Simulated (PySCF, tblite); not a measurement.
A set of runs on `C[O][Ga-]([O]C)([O]C)[O]C`; the geometry of each is named by its level. Settings lines and outputs come from a driver script.

C₄H₁₂GaO₄ (charge -1).
Bonds: C1–O2, O2–Ga3, Ga3–O4, O4–C5, Ga3–O6, O6–C7, Ga3–O8, O8–C9. Hydrogens: H10, H11, H12 on C1; H13, H14, H15 on C5; H16, H17, H18 on C7; H19, H20, H21 on C9.

Step 1: GFN2-xTB harmonic vibrations, gas phase (tblite 0.8.0) (on the GFN2-xTB geometry)
```json
{"job": {"kind": "ir", "xc": "GFN2-xTB", "basis": "xTB"}, "charge": -1, "multiplicity": 1}
```
```
(table of modes left out)
```

57 modes from 36 to 2908 cm⁻¹ (unscaled, harmonic); zero-point energy 98.5 kcal/mol; all wavenumbers are real at this level.

Hardware: Arm Neoverse V1, one thread, no GPU, on a shared host.

Step 2: PBE0-D3(BJ)/def2-SVP geometry optimisation, gas phase (PySCF 2.14.0) (from the GFN2-xTB geometry)
```json
{"job": {"xc": "PBE0", "basis": "def2-SVP", "d3": "d3bj", "grid": 1, "kind": "geom"}, "charge": -1, "multiplicity": 1}
```
```
step   0  E = -2384.16625042  max force = 0.023939
step   1  E = -2384.17277864  max force = 0.004657
step   2  E = -2384.17298913  max force = 0.000835
step   3  E = -2384.17301793  max force = 0.000627
step   4  E = -2384.17305428  max force = 0.000355
step   5  E = -2384.17305485  max force = 0.000308
optimisation converged
```

Final energy -2384.17305 Eh after 5 steps. Energies in Eh; «max force» is the largest Cartesian gradient component in Eh/bohr.

The run took 2.5 min of wall time on one thread of an Arm Neoverse V1 (shared host).

Step 3: delta-SCF UKS SCAN, pcX-2 on the ionised atom, pcseg-1 elsewhere, spin-free X2C (PySCF 2.14.0) (on the PBE0-D3(BJ)/def2-SVP geometry)
```json
{"job": {"kind": "xps"}, "charge": -1, "multiplicity": 1}
```
```
...
ground state, core basis on atom 0 (C), 230 functions
  E(ground) = -2400.63547123 Eh
hole in C 1s of atom 0
  E(ion) = -2390.06201053 Eh   <S^2> = 0.7715   hole on atom = 1.000   binding energy = 287.719 eV
ground state, core basis on atom 1 (O), 230 functions
  E(ground) = -2400.66274284 Eh
hole in O 1s of atom 1
  E(ion) = -2381.10372497 Eh   <S^2> = 0.7623   hole on atom = 1.000   binding energy = 532.228 eV
```

C1s of C1 287.72 eV; O1s of O2 532.23 eV; one atom stands for each set of equivalent ones. SCF cycles are left out; they run on a coarse grid, and E(ground) and E(ion) are re-evaluated on a finer one. The log counts atoms from 0, this text from 1.

The run took 36 s of wall time on one thread of an Arm Neoverse V1, no GPU, on a shared host.

Geometry of the electronic-property runs (PBE0-D3(BJ)/def2-SVP):
```
atom  x, y, z in Å
C1     2.3506   -0.3748    1.5096
O2     1.3666    0.5168    1.1468
Ga3    0.0118    0.0069    0.0091
O4    -0.6805    1.5575   -0.7020
C5     0.1142    2.6600   -0.9156
O6    -1.4075   -0.8830    0.7733
C7    -2.4558   -0.1962    1.3410
O8     0.7653   -1.1779   -1.1823
C9    -0.0169   -2.0801   -1.8666
H10    2.5381   -1.1616    0.7489
H11    2.1251   -0.9083    2.4635
H12    3.3207    0.1458    1.6755
H13    0.5273    2.7061   -1.9514
H14    0.9857    2.7184   -0.2301
H15   -0.4634    3.6022   -0.7784
H16   -2.3231   -0.0228    2.4355
H17   -2.6297    0.8020    0.8867
H18   -3.4084   -0.7639    1.2384
H19    0.5392   -3.0248   -2.0625
H20   -0.3415   -1.7061   -2.8668
H21   -0.9437   -2.3637   -1.3245
```

 The geometry's basis has no diffuse functions, a weakness for an anion. (This holds for the electronic-property runs.)

One conformer stands for the species.
